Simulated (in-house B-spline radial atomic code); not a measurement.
How numerical settings move a run on Kr³⁺, [Ar] 3d10 4s2 4p3. Computed with a B-spline radial code for spherical atoms: Dirac-Kohn-Sham BLYP, spherical fractional occupations, Fermi nucleus of rms radius 4.1884 fm.

Command:
```bash
python run_scf.py task.json out
```
Settings of the sound reference run:
```
Z                36
electrons        33
configuration    [Ar] 3d10 4s2 4p3
hamiltonian      dirac
method           b88,lyp
spin_polarised   False
nucleus          fermi
rms_radius       4.1884
mass_number      84
atomic_mass      83.9115
speed_of_light   137.036
knot_spacing     0.22
spline_order     8
gauss_points     12
box_radius       16.22
max_iterations   70
damping          0.5
damped_steps     3
diis_vectors     10
tolerance        1e-08
start            Thomas-Fermi
```

Cost of the run: 1.6 s on 1 thread of Intel(R) Xeon(R) Platinum 8259CL CPU @ 2.50GHz (shared host).

It converges in 9 iterations to -2788.107884 hartree, with 4p3/2 at -42.9006 eV. The other runs change the listed settings, some to values that make no sense; their results aren't properties of the atom or ion. Radii are in bohr (the nuclear one in fm), a minus after a letter asks for a j subshell, and «unchanged» means within 1e-8 hartree. The run stops when the residual is below 10 × tolerance × max(1, Z/10), or a noise floor if that is larger, and the energy moves by less than 1e-8 × √|E| hartree; so very loose and very tight tolerances often act alike.

```tsv
changed settings	outcome
box_radius = 4.87, max_iterations = 12, tolerance = 1e-10, start = bare nucleus	converged in 10 iterations, energy +2.59e-03 hartree from the reference, 4p3/2 level +8.1e-02 eV (the program warns: 4p3/2 reaches the box edge; 4s1/2 reaches the box edge)
max_iterations = 2	not converged after 2 iterations, last residual 2.2e-01, last energy +8.51e-01 hartree from the reference
max_iterations = 75, damped_steps = 30, diis_vectors = 20	converged in 16 iterations, energy unchanged, 4p3/2 level +1.4e-06 eV
method = revtpss,revtpss	stopped with error: meta-GGAs are not served with the Dirac Hamiltonian
max_iterations = 5	not converged after 5 iterations, last residual 1.5e-03, last energy +4.41e-05 hartree from the reference
first_knot = 0.00278, max_iterations = 75, start = bare nucleus	converged in 10 iterations, energy +8.27e-03 hartree from the reference, 4p3/2 level +1.1e-04 eV
max_iterations = 3	not converged after 3 iterations, last residual 1.8e-02, last energy +6.72e-03 hartree from the reference
electrons = 34, configuration = [Ar] 3d10 4s2 4p3 5s-1, max_iterations = 50	stopped with error: j subshells need the Dirac Hamiltonian and l > 0
tolerance = 1e-06	converged in 8 iterations, energy unchanged, 4p3/2 level -1.0e-05 eV
spline_order = 7, max_iterations = 100, diis_vectors = 4, tolerance = 0.001	converged in 8 iterations, energy +1.81e-07 hartree from the reference, 4p3/2 level -1.5e-05 eV
```

**Question.** What happens with box_radius = 32.44, first_knot = 2.78e-06, max_iterations = 60, start = bare nucleus?

**Answer.** Converged in 11 iterations, energy -1.26e-07 hartree from the reference, 4p3/2 level -1.5e-06 eV.

**Question.** What happens with electrons = 34, configuration = [Ar] 3d10 4s2 4p3 2f1, max_iterations = 75?

**Answer.** Stopped with error: there is no 2f shell.

**Question.** What happens with tolerance = 1e-13?

**Answer.** Converged in 9 iterations, energy unchanged.

**Question.** What happens with start = bare nucleus?

**Answer.** Converged in 10 iterations, energy unchanged, 4p3/2 level -6.2e-07 eV.
